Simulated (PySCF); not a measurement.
PySCF job for C2H7BeNO, SMILES [Be]([N](C)C)[OH], IEF-PCM-B3LYP/def2-SVP. Geometry optimised at PBE0-D3(BJ)/def2-SVP. The structure was generated by enumeration; whether it is a known compound was not checked. The values are those of a single conformer.

```python
import numpy as np
from pyscf import gto, scf, dft
from pyscf.solvent import pcm

mol = gto.M(
    atom='''
    Be   -1.04701770   -0.04015333    0.00000000
    O    -2.46923728   -0.07652167    0.00000000
    H    -3.11679745    0.62659646    0.00000000
    N     0.45697907   -0.01689669    0.00000000
    C     1.25025017    0.01209367    1.20077814
    C     1.25025016    0.01209367   -1.20077815
    H     1.87451556    0.92677598    1.26859604
    H     1.94230917   -0.85219679    1.26523477
    H     0.61163082   -0.01490769    2.09829120
    H     1.94230916   -0.85219679   -1.26523477
    H     1.87451556    0.92677598   -1.26859604
    H     0.61163082   -0.01490769   -2.09829121
    ''',
    basis='def2-SVP',
    charge=0,
    spin=0,
    max_memory=1600,
    verbose=3,
)
mf = dft.RKS(mol, xc='b3lyp').density_fit(auxbasis='def2-universal-jkfit')
mf.grids.level = 3
mf.conv_tol = 1e-9
mf.max_cycle = 100
mf.kernel()
res = {}
for name, eps in {'water': 78.355, 'benzene': 2.2706, 'acetone': 20.493}.items():
    s = mf.PCM()
    s.with_solvent.method, s.with_solvent.eps, s.with_solvent.lebedev_order = 'IEF-PCM', eps, 29
    s.kernel(mf.make_rdm1())
    res[name] = (s.e_tot, eps, s.dip_moment(), s.mo_energy, s.converged)
    print(f'{name}: electrostatic solvation free energy {(s.e_tot - mf.e_tot) * 627.509474:.3f} kcal/mol')
```

Program output:

```
converged SCF energy = -225.069086078817

WARN: PCM is an experimental feature. It is still in testing.
Features and APIs may be changed in the future.

converged SCF energy = -225.077352953872
Dipole moment(X, Y, Z, Debye):  0.06493,  1.51029, -0.00000
water: electrostatic solvation free energy -5.188 kcal/mol

WARN: PCM is an experimental feature. It is still in testing.
Features and APIs may be changed in the future.

converged SCF energy = -225.072720206574
Dipole moment(X, Y, Z, Debye):  0.11012,  1.36139, -0.00000
benzene: electrostatic solvation free energy -2.280 kcal/mol

WARN: PCM is an experimental feature. It is still in testing.
Features and APIs may be changed in the future.

converged SCF energy = -225.076858119506
Dipole moment(X, Y, Z, Debye):  0.07120,  1.49239, -0.00000
acetone: electrostatic solvation free energy -4.877 kcal/mol
```

Self-consistency was reached.

Cost: about 50 core-seconds (a rough figure).
